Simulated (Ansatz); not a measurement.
Consider the redistribution: `[SiH3]O[SiH](Cl)Cl` + `NC[SiH2]S` → `NC[SiH](Cl)Cl` + `[SiH3]O[SiH2]S`.

Calculated with Ansatz (gas phase, PBE0-D4/def2-TZVP geometries, no zero-point term in ΔE). CCSD(T)/CBS is the MP2 limit (def2-TZVPP, def2-QZVPP) plus CCSD(T) − MP2 in def2-TZVPP, frozen cores. Each species was taken in one conformer, which may not be the lowest.

| level | ΔE (eV) |
| --- | --- |
| SCS-MP2/def2-TZVPP | 0.03 |
| HF/CBS(def2) | 0.09 |

What does CCSD(T)/CBS give? (Best estimate.)

Ansatz gave: +0.03 eV. The listed levels differ from it by 0.00, 0.06 eV.

Largest T1 diagnostic among the species: 0.011.

In def2-TZVPP, CCSD(T) changes the Hartree–Fock value by −0.05 eV (the triples alone add −0.01 eV) and MP2 by −0.06 eV.
